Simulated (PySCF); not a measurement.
# Nuclear quadrupole coupling in `CNC(=O)/C=C\C#N`

C5H6N2O.
Cartesian coordinates in Å at the GFN2-xTB level; atoms count from 1:
```xyz
14
C5H6N2O angstrom
C     -2.0984   -0.6615   -0.3532
N     -0.7184   -0.4262   -0.0070
C     -0.3322    0.6444    0.7171
O     -1.1065    1.4593    1.1811
C      1.1336    0.7879    0.9541
C      2.1268    0.4293    0.1356
C      1.9699   -0.2373   -1.0949
N      1.8846   -0.7902   -2.0973
H     -2.4177   -1.6440   -0.0021
H     -2.2377   -0.6056   -1.4343
H     -2.6945    0.1101    0.1312
H     -0.0313   -1.0529   -0.3948
H      1.3631    1.3343    1.8587
H      3.1582    0.6521    0.3836
```

Field gradients from the PBE0/pcSseg-1 density (PySCF, non-relativistic), principal values in atomic units, ordered |Vxx| ≤ |Vyy| ≤ |Vzz|:

| atom | Vxx | Vyy | Vzz |
| --- | --- | --- | --- |
| N2 | 0.4123 | 0.5124 | -0.9247 |
| O4 | 0.7483 | 0.8397 | -1.5881 |
| N8 | 0.4811 | 0.5004 | -0.9816 |

Q: Find the asymmetry η = (Vxx − Vyy)/Vzz and the couplings χ = eQV/h (234.96 MHz × Q in barn × V in au), with Q(14N) = 0.02044 b, Q(17O) = −0.0256 b.

A: 
| atom | environment | nucleus | η | χzz (MHz) | χxx (MHz) | χyy (MHz) |
| --- | --- | --- | --- | --- | --- | --- |
| N2 | amide nitrogen | 14N | 0.11 | -4.441 | 1.980 | 2.461 |
| O4 | amide oxygen | 17O | 0.06 | 9.55 | -4.50 | -5.05 |
| N8 | nitrile nitrogen | 14N | 0.02 | -4.714 | 2.311 | 2.403 |

The gradient is axial or nearly so (η below 0.05) at N8. 

Q: What is Vzz at O4 in SI units (1 au = 9.71736 × 10²¹ V/m²)?

A: -1.5881 au = -15.432 × 10²¹ V/m².

Q: And the gradient at the other heavy atoms, for which no coupling is worked out here?

A: 
```
atom            environment  Vzz (au)     η
  C1        N-methyl carbon     0.328  0.25
  C3  amide carbonyl carbon     0.357  0.44
  C5       alkene CH carbon     0.406  0.24
  C6       alkene CH carbon    -0.235  0.61
  C7         nitrile carbon    -0.394  0.07
```

Q: What couplings would deuterons (Q(2H) = 0.00286 b) have in place of the hydrogens, at this geometry?

A: 
| atom | bonded to | bond length (Å) | Vzz (au) | η | χzz (kHz) |
| --- | --- | --- | --- | --- | --- |
| H9 | C1 | 1.091 | 0.3028 | 0.06 | 203 |
| H10 | C1 | 1.091 | 0.3015 | 0.06 | 203 |
| H11 | C1 | 1.089 | 0.2974 | 0.05 | 200 |
| H12 | N2 | 1.008 | 0.3981 | 0.22 | 268 |
| H13 | C5 | 1.081 | 0.3179 | 0.04 | 214 |
| H14 | C6 | 1.084 | 0.3157 | 0.08 | 212 |

One conformer (not necessarily the lowest) at the GFN2-xTB geometry, without solvent, vibrations or thermal averaging. GFN2-xTB bond lengths can be off by several hundredths of an ångström, more for odd bonds, and the gradients follow them. A larger basis could move these couplings by a tenth or more.

These values come from a run that also computed NMR shieldings. Hardware: an AMD EPYC 9R45 with one thread, no GPU, shared host with 96 logical CPUs at a one-minute load of 36. Cost: 14 s wall, 0.73 GiB resident at most.
